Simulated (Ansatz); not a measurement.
A structure relaxed at PBE0-D4/def2-TZVP, charge 0, multiplicity 2:

| atom | x (Å) | y (Å) | z (Å) |
| --- | --- | --- | --- |
| C1 | -1.085 | -1.520 | 1.155 |
| O2 | -0.626 | -0.552 | 0.256 |
| Ga3 | 0.961 | 0.297 | 0.236 |
| C4 | 1.095 | 1.612 | -1.264 |
| H5 | -0.345 | -1.784 | 1.922 |
| H6 | -1.350 | -2.437 | 0.617 |
| H7 | -1.985 | -1.162 | 1.670 |
| H8 | 1.069 | 2.625 | -0.859 |
| H9 | 0.238 | 1.449 | -1.920 |
| H10 | 2.027 | 1.473 | -1.812 |

Give its formula and SMILES.

C2H6GaO, `C[O][Ga][CH3]`.

Summarise the bond lengths by kind.

1 × C–O 1.399 Å; 6 × C–H 1.090 to 1.098 Å; 1 × Ga–O 1.800 Å; 1 × C–Ga 1.999 Å.

Computed with Ansatz.
